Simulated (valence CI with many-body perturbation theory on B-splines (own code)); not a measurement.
**Energy levels of K⁶⁺**

Method: valence CI with perturbative core correlation (CI+MBPT): three valence electrons over a frozen Dirac-Fock core [Ne], radial functions for each j: 11 s, 11 p, 10 d, 8 f, 5 g, 2 h, with the one-electron correlation potential Σ1, the two-electron term Σ2, the three-electron term Σ3, Breit, model QED; selected CI, second order for the rest, scaled by the run's own slope (own B-spline code, finite nucleus).

Set against measurement, 69 paired levels are off by 138 cm⁻¹ on average, the worst by 367. These come from a selection out of Sansonetti, J. Phys. Chem. Ref. Data 37, 7 (2008). Levels without a partner in it may be off by more.

Levels 136 to 180 of 196, with energies above the lowest level, 3s2 3p 2P°_1/2. "Leading %" is the weight of the configuration and term that name the level; weights of strongly mixed levels are sums over their largest components and can fall short. In the jj column 3d3/2^4 stands for four electrons in 3d with j = 3/2. Lifetimes count E1, E2, E3, M1 and M2 decay at the calculated energies, and are blank where another channel may lead or the interval is too uncertain; long ones can be off by a factor of two.

| No. | Configuration | Term | J | E (cm⁻¹) | Leading % | Second component | Lifetime | Leading jj |
| --- | --- | --- | --- | --- | --- | --- | --- | --- |
| 136 | 3s 3p 4d | 2P° | 1/2 | 711430 | 94 |  | 94.2 ps | 3s 3p3/2 4d5/2 (82 %) |
| 137 | 3p 3d2 | 4G° | 5/2 | 716250 | 98 |  | 214 ps | 3p1/2 3d3/2^2 (52 %) |
| 138 | 3s2 5d | 2D | 3/2 | 716550 | 90 | 5 % 3s 3p 4p 2D | 142 ps | 3s^2 5d3/2 (90 %) |
| 139 | 3s2 5d | 2D | 5/2 | 716600 | 90 | 5 % 3s 3p 4p 2D | 142 ps | 3s^2 5d5/2 (90 %) |
| 140 | 3p 3d2 | 4G° | 7/2 | 716980 | 99 |  | 213 ps | 3p1/2 3d3/2 3d5/2 (57 %) |
| 141 | 3p 3d2 | 4G° | 9/2 | 717910 | 99 |  | 212 ps | 3p3/2 3d3/2 3d5/2 (65 %) |
| 142 | 3p 3d2 | 4G° | 11/2 | 719080 | 99 |  | 211 ps | 3p3/2 3d5/2^2 (79 %) |
| 143 | 3p 3d2 | 2F° | 5/2 | 731410 | 57 | 36 % 3s2 5f 2F° | 59.1 ps | 3s^2 5f5/2 (36 %) |
| 144 | 3s2 5f | 2F° | 7/2 | 731930 | 79 | 15 % 3p 3d2 2F° | 37.9 ps | 3s^2 5f7/2 (79 %) |
| 145 | 3s 3p 4f | 4F | 5/2 | 732190 | 53 | 44 % 3s 3p 4f 4G | 17.4 ps | 3s 3p1/2 4f5/2 (68 %) |
| 146 | 3s 3p 4f | 4F | 7/2 | 732330 | 61 | 33 % 3s 3p 4f 4G | 17.8 ps | 3s 3p1/2 4f7/2 (49 %) |
| 147 | 3s2 5f | 2F° | 5/2 | 732640 | 60 | 31 % 3p 3d2 2F° | 46.5 ps | 3s^2 5f5/2 (60 %) |
| 148 | 3s 3p 4f | 4F | 3/2 | 732690 | 96 |  | 17.7 ps | 3s 3p1/2 4f5/2 (50 %) |
| 149 | 3s 3p 4f | 4F | 9/2 | 732810 | 62 | 23 % 3s 3p 4f 4G | 19.6 ps | 3s 3p1/2 4f7/2 (52 %) |
| 150 | 3s2 5g | 2G | 7/2 | 733450 | 90 |  | 80.5 ps | 3s^2 5g7/2 (90 %) |
| 151 | 3s 3p 4f | 4G | 5/2 | 733510 | 51 | 42 % 3s 3p 4f 4F | 17.4 ps | 3s 3p3/2 4f5/2 (42 %) |
| 152 | 3s2 5g | 2G | 9/2 | 733540 | 81 | 11 % 3s 3p 4f 4F | 59.5 ps | 3s^2 5g9/2 (81 %) |
| 153 | 3p 3d2 | 2F° | 7/2 | 733540 | 78 | 16 % 3s2 5f 2F° | 83.5 ps | 3p3/2 3d5/2^2 (30 %) |
| 154 | 3s 3p 4f | 4G | 7/2 | 734280 | 62 | 29 % 3s 3p 4f 4F | 17.5 ps | 3s 3p3/2 4f5/2 (45 %) |
| 155 | 3s 3p 4f | 4G | 9/2 | 735140 | 73 | 25 % 3s 3p 4f 4F | 17.2 ps | 3s 3p3/2 4f7/2 (54 %) |
| 156 | 3p 3d2 | 2D° | 3/2 | 735490 | 95 |  | 78.7 ps | 3p1/2 3d3/2 3d5/2 (32 %) |
| 157 | 3s 3p 4f | 4G | 11/2 | 735650 | 98 |  | 17.0 ps | 3s 3p3/2 4f7/2 (98 %) |
| 158 | 3p 3d2 | 2D° | 5/2 | 736040 | 90 |  | 80.4 ps | 3p3/2 3d5/2^2 (56 %) |
| 159 | 3s 3p 4f | 2F | 5/2 | 736870 | 89 |  | 18.0 ps | 3s 3p3/2 4f7/2 (39 %) |
| 160 | 3s 3p 4f | 2F | 7/2 | 737060 | 86 |  | 18.0 ps | 3s 3p3/2 4f5/2 (48 %) |
| 161 | 3s 3p 4f | 4D | 7/2 | 740410 | 92 |  | 18.6 ps | 3s 3p3/2 4f7/2 (57 %) |
| 162 | 3s 3p 4f | 4D | 5/2 | 741120 | 96 |  | 18.7 ps | 3s 3p3/2 4f5/2 (40 %) |
| 163 | 3s 3p 4f | 4D | 3/2 | 741670 | 97 |  | 18.7 ps | 3s 3p3/2 4f5/2 (75 %) |
| 164 | 3s 3p 4f | 4D | 1/2 | 742000 | 98 |  | 18.7 ps | 3s 3p3/2 4f5/2 (98 %) |
| 165 | 3p 3d2 | 4D° | 1/2 | 744820 | 98 |  | 82.7 ps | 3p1/2 3d3/2^2 (25 %) |
| 166 | 3p 3d2 | 4D° | 3/2 | 745220 | 97 |  | 82.9 ps | 3p1/2 3d3/2 3d5/2 (48 %) |
| 167 | 3p2 4s | 2D | 5/2 | 745430 | 67 | 20 % 3s 3d 4s 2D | 47.9 ps | 3p1/2 3p3/2 4s (66 %) |
| 168 | 3p2 4s | 2D | 3/2 | 745570 | 70 | 20 % 3s 3d 4s 2D | 46.7 ps | 3p1/2 3p3/2 4s (59 %) |
| 169 | 3p 3d2 | 4D° | 5/2 | 745820 | 97 |  | 83.1 ps | 3p3/2 3d3/2 3d5/2 (52 %) |
| 170 | 3p 3d2 | 4D° | 7/2 | 746530 | 97 |  | 83.7 ps | 3p3/2 3d5/2^2 (42 %) |
| 171 | 3s 3p 4f | 2G | 7/2 | 746770 | 94 |  | 20.5 ps | 3s 3p1/2 4f7/2 (44 %) |
| 172 | 3p2 4s | 4P | 1/2 | 747580 | 96 |  | 47.5 ps | 3p1/2^2 4s (50 %) |
| 173 | 3p 3d2 | 2S° | 1/2 | 748030 | 96 |  | 40.4 ps | 3p1/2 3d3/2 3d5/2 (35 %) |
| 174 | 3s 3p 4f | 2G | 9/2 | 748580 | 95 |  | 20.6 ps | 3s 3p3/2 4f5/2 (57 %) |
| 175 | 3p2 4s | 4P | 3/2 | 748860 | 94 |  | 47.3 ps | 3p1/2 3p3/2 4s (86 %) |
| 176 | 3p 3d2 | 2G° | 9/2 | 749510 | 91 |  | 68.9 ps | 3p1/2 3d3/2 3d5/2 (48 %) |
| 177 | 3p 3d2 | 2G° | 7/2 | 749590 | 96 |  | 68.8 ps | 3p3/2 3d3/2 3d5/2 (44 %) |
| 178 | 3s 3p 4f | 2D | 5/2 | 750150 | 87 | 6 % 3p2 4s 4P | 23.0 ps | 3s 3p3/2 4f7/2 (36 %) |
| 179 | 3p2 4s | 4P | 5/2 | 751150 | 84 | 6 % 3p2 4s 2D | 42.3 ps | 3p3/2^2 4s (79 %) |
| 180 | 3s 3p 4f | 2D | 3/2 | 751370 | 92 |  | 22.1 ps | 3s 3p3/2 4f7/2 (74 %) |

Names give the largest LS component (configuration and term), which can be under half, so a name can repeat, a term be missing and a line seem to break the LS rules; names also repeat where a configuration has a term twice.

Where two levels of one J and parity lie close, their mixing, g and order are uncertain.
